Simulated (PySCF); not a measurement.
# LaP: f occupation and spin

Unrestricted PBE0; PySCF, spin-free X2C with a Gaussian nucleus, basis sets La x2c-SVPall, P x2c-SVPall. The search starts from ions with several 4f fillings and holds each by maximum overlap.

The lowest solution has 2Ms+1 = 1, about 0.1 4f electrons, near 2.37 Å.

The lowest solution of each spin and filling, followed along the bond (rough minima from three points):

```tsv
2Ms+1	4f population	⟨S²⟩ at the start	R at minimum (Å)	Te (eV)
1	0.06	0.00	2.37	0.00
3	0.07	2.00	2.40	0.66
```

Solutions at the starting distance of 2.447 Å, counted from the lowest; the search is not exhaustive:

```
2Ms+1  4f population  E (eV)  ⟨S²⟩  ⟨Lz²⟩  μ (D)
    1           0.06    0.00  0.00    0.0  -7.83
    3           0.07    0.63  2.00    0.0  -4.64
    3           0.07    0.68  2.00    1.4  -5.36
    1           0.07    0.72  1.02    1.2  -5.05
    3           0.07    1.18  2.01    4.0  -7.32
    5           0.07    2.29  6.00    5.0  -2.74
    5           0.07    2.30  6.00    5.0  -2.67
    5           0.06    2.31  6.01    4.0  -3.00
    5           0.07    2.80  6.00    2.0  -1.16
```

Partly filled real f orbitals mix terms, so no term symbols are given. A positive dipole means La(−)P(+).

Spin–orbit coupling is left out. Counting both spins, an empty level lies below a filled one in some of these solutions, because spin and occupation are held.
